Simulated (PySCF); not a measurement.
Match the calculated data to a structure.

All candidates are C6H6F2.

| technique | computed result |
| --- | --- |
| Polarisability | 73.6 au [CAM-B3LYP/def2-SVPD] |
| NMR, other nuclei | isotropic shieldings of nuclei other than C and H, by class: 278 (2 F) ppm [GIAO PBE0/pcSseg-1] |
| 1H NMR | chemical shifts (computed TMS as zero) by class: 6.20 (1 H), 5.99 (1 H), 5.66 (1 H), 2.11 (3 H) ppm [GIAO PBE0/pcSseg-1] |
| UV, first state | lowest singlet excitation: 6.25 eV (198 nm, f = 0.001) [TDDFT CAM-B3LYP/def2-SVPD] |
| Rotational structure | rotational constants A, B, C: 3.273, 1.203, 1.067 GHz [GFN2-xTB] |
| 13C NMR | chemical shifts (computed TMS as zero) by class: 143.6 (1 C), 124.8 (1 C), 116.5 (1 C), 94.9 (1 C), 79.4 (1 C), 4.4 (1 C) ppm [GIAO PBE0/pcSseg-1] |
| UV, strongest line | among the 8 lowest singlet transitions: S5 at 7.49 eV (165 nm, f = 0.331) [TDDFT CAM-B3LYP/def2-SVPD] |

Electronic properties: PySCF, gas phase, density fitting. Levels stand in brackets. Isolated species at its GFN2-xTB geometry (one conformer only). GFN2-xTB frequencies show an imaginary mode (22i cm⁻¹), so this geometry is no minimum at that level. NMR classes are plain means over equivalent atoms (diastereotopic ones count apart unless rotation or inversion swaps them), as if these changed places fast.

Task: Which candidate is it?
A. `C=C(F)/C=C\C=C/F`
B. `C=CC(F)(F)C#CC`
C. `CC1=CC=CC1(F)F`
D. `C=C[C@@H]1C=C(F)[C@H]1F`

Result: B. It is `C=CC(F)(F)C#CC`. Numbering: `[CH2:1]=[CH:2][C:3]([F:4])([F:5])[C:6]#[C:7][CH3:8]`. Its formula, C6H6F2, gives 3 degrees of unsaturation: 0 rings and 3 π bonds in the structure found. 6 carbons fall into 6 classes; from least to most shielded: alkene CH carbon [C2] (143.6 ppm), terminal =CH2 carbon [C1] (124.8 ppm), CF2 carbon [C3] (116.5 ppm), alkyne carbon [C7] (94.9 ppm), alkyne carbon [C6] (79.4 ppm), propargylic carbon [C8] (4.4 ppm). Hydrogen classes from least to most shielded: 1 H on an alkene CH carbon, C2 (6.20 ppm), 1 H on a terminal =CH2 carbon, C1 (5.99 ppm), 1 H on a terminal =CH2 carbon, C1 (5.66 ppm), 3 H on a propargylic carbon, C8 (2.11 ppm). The other shieldings belong to: 278 ppm, fluorine of a CF2 group [F4/F5]. The optimised geometry has point group C1 and is an asymmetric top.

The others, at the same levels:
- `C=C(F)/C=C\C=C/F` fails: its computed 13C shifts are 176.0 (1 C), 161.8 (1 C), 129.1 (1 C), 125.3 (1 C), 116.0 (1 C), 104.2 (1 C) ppm, 1H shifts are 6.86 (1 H), 6.79 (1 H), 6.69 (1 H), 5.81 (1 H), 5.08 (1 H), 4.74 (1 H) ppm and rotational constant A is 6.674 GHz (against 3.273 GHz).
- `C=C[C@@H]1C=C(F)[C@H]1F` fails: its computed 13C shifts are 165.3 (1 C), 146.5 (1 C), 124.7 (1 C), 121.5 (1 C), 99.2 (1 C), 49.6 (1 C) ppm, 1H shifts are 5.82 (1 H), 5.73 (1 H), 5.48 (1 H), 5.31 (1 H), 5.28 (1 H), 3.08 (1 H) ppm and lowest singlet excitation is 6.75 eV (184 nm, f = 0.190) (against 6.25 eV).
- `CC1=CC=CC1(F)F` fails: its computed 13C shifts are 154.5 (1 C), 143.5 (1 C), 139.1 (1 C), 133.6 (1 C), 131.3 (1 C), 13.9 (1 C) ppm, lowest singlet excitation is 4.16 eV (298 nm, f = 0.061) (against 6.25 eV) and static isotropic polarisability is 67.7 au (against 73.6 au).

Each candidate is one conformer, not necessarily the lowest. The conformers computed, where there is a choice (atom-mapped SMILES and torsion angles):
- `[CH2:1]=[CH:2][C:3]([F:4])([F:5])[C:6]#[C:7][CH3:8]`: C1–C2–C3–F4 -15°
- `[CH2:1]=[C:2]([F:3])/[CH:4]=[CH:5]\[CH:6]=[CH:7]/[F:8]`: C1–C2–C4–C5 180°, C4–C5–C6–C7 180°
- `[CH2:1]=[CH:2][C@@H:3]1[CH:4]=[C:5]([F:6])[C@H:7]1[F:8]`: C1–C2–C3–C4 -134°
